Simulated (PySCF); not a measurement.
**Dipole response of Rh (rhodium, neutral)**

[Kr] 4d8 5s1, high-spin 4F determinant. Calculation: PySCF 2.14, in aug-cc-pwCVTZ-DK; the spin-free X2C one-electron Hamiltonian (Gaussian nucleus). Coupled (time-dependent) response in atomic units; α is the mean over directions.

```tsv
method	mean α (bohr³)	C₆ (like pair)	S(−4)
BP86	52.86	458.2	1804
```

S(−4) is the Cauchy moment in α(ω) = α(0) + S(−4) ω² + …

Reference α: 66 ± 10 bohr³ (recommended; Schwerdtfeger and Nagle, table of static dipole polarizabilities (2023 update)). Published C₆: 708.0 (Gould and Bucko (2016)).

Spin-orbit coupling is absent.

α(iu) at BP86:

```tsv
u (hartree)	α(iu) (bohr³)
0	52.86
0.0500	48.80
0.100	40.29
0.200	25.98
0.300	18.25
0.500	11.31
0.750	7.582
1.00	5.558
1.50	3.407
2.00	2.317
3.00	1.275
5.00	0.5578
```

A single London oscillator, α(iu) = α/(1 + u²/ω²), gives C₆ = (3/4) ω α². Matching the computed C₆ needs ω = 4 × 458.2 / (3 × 52.86²) = 0.219 hartree.
